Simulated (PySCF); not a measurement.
## Pb⁺ (lead, charge +1): UHF calculation

Configuration: [Xe] 4f14 5d10 6s2 7s1, 2S determinant (an excited configuration). All numbers are calculated (PySCF 2.14, scalar relativity by spin-free X2C-1e, in aug-cc-pVTZ-DK3 (9s8p6d3f, 84 functions)).

```json
{
  "Total energy": "-20877.456518 hartree",
  "One-electron energy": "-28537.7358 hartree",
  "Hartree (Coulomb) energy": "8049.6995 hartree",
  "Exchange energy": "-389.4202 hartree",
  "⟨S²⟩": "0.7501",
  "⟨L²⟩": "0.000",
  "Sum of ⟨r⟩": "48.14 bohr",
  "Sum of ⟨r²⟩": "83.69 bohr²",
  "Langevin diamagnetic susceptibility": "-66.3 ×10⁻⁶ cm³/mol"
}
```

| shell | electrons | mean orbital energy (hartree) | rms radius, mean of both spins (bohr) |
| --- | --- | --- | --- |
| 1s α | 1 | -3251.27124 | 0.0181 |
| 1s β | 1 | -3251.27071 | 0.0181 |
| 2s α | 1 | -587.69334 | 0.0730 |
| 2s β | 1 | -587.69290 | 0.0730 |
| 2p α | 3 | -506.75998 | 0.0673 |
| 2p β | 3 | -506.75985 | 0.0673 |
| 3s α | 1 | -144.06970 | 0.186 |
| 3s β | 1 | -144.06910 | 0.186 |
| 3p α | 3 | -120.38266 | 0.189 |
| 3p β | 3 | -120.38244 | 0.189 |
| 3d α | 5 | -94.91947 | 0.173 |
| 3d β | 5 | -94.91936 | 0.173 |
| 4s α | 1 | -34.38687 | 0.408 |
| 4s β | 1 | -34.38584 | 0.408 |
| 4p α | 3 | -26.45257 | 0.435 |
| 4p β | 3 | -26.45215 | 0.435 |
| 4d α | 5 | -16.82834 | 0.462 |
| 4d β | 5 | -16.82805 | 0.462 |
| 5s α | 1 | -6.56166 | 0.915 |
| 5s β | 1 | -6.55927 | 0.915 |
| 4f α | 7 | -6.25262 | 0.494 |
| 4f β | 7 | -6.25240 | 0.494 |
| 5p α | 3 | -4.26188 | 1.04 |
| 5p β | 3 | -4.26074 | 1.04 |
| 5d α | 5 | -1.49669 | 1.38 |
| 5d β | 5 | -1.49503 | 1.38 |
| 6s α | 1 | -0.92618 | 2.37 |
| 6s β | 1 | -0.91647 | 2.37 |
| 7s α | 1 | -0.26742 | 6.13 |

Spin-orbit coupling, which splits the p, d and f shells strongly at this Z, is absent. The outer electron is Rydberg-like, and this basis confines it to a smaller radius and binds it less than a complete one would.

Densities and radii are taken from the X2C orbitals without a picture-change correction, which distorts them close to the nucleus.
